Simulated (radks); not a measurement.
Q: Numerical settings for the nitrogen ion N2+, [He] 2s2 2p1. Calculated with a radial shooting solver on a logarithmic mesh with Libxc functionals: scalar-relativistic Kohn-Sham, PBE, spin-polarised, spherical densities, point nucleus; open shells are filled with parallel spins first. The defaults (mesh step 0.008 in ln r, mesh end at 40 bohr or more with all orbitals vanishing there, Anderson mixing 0.5 over 9 steps, residual threshold near 1e-9 with the energy settled to 1e-9 hartree or 1e-11 of itself, here a cap of 65 iterations) give E = -52.9147 hartree and 2p at -38.530 eV in 13 iterations. Run on one thread of a shared host, so times are rough (Arm Neoverse V1): 0.07 s of CPU time, 0.07 s wall, 13 iterations on 2476 mesh points. One setting is changed at a time: mesh step in ln r 0.02; mesh step in ln r 0.005; mesh step in ln r 0.2; mesh end (bohr) 8; mesh end (bohr) 2; residual threshold 1e-16; residual threshold 1e-13; mixing 0.05; linear mixing, mixing 0.5; linear mixing, mixing 0.05; mixing history 20; iteration cap 2. Which runs fail to converge, and which converge to a wrong energy?

A: Not converged within the cap: mesh step in ln r 0.2; residual threshold 1e-16; linear mixing, mixing 0.05; iteration cap 2. Settings that end as converged yet miss the energy by more than 1 mhartree: mesh end (bohr) 2 (+0.817 hartree).
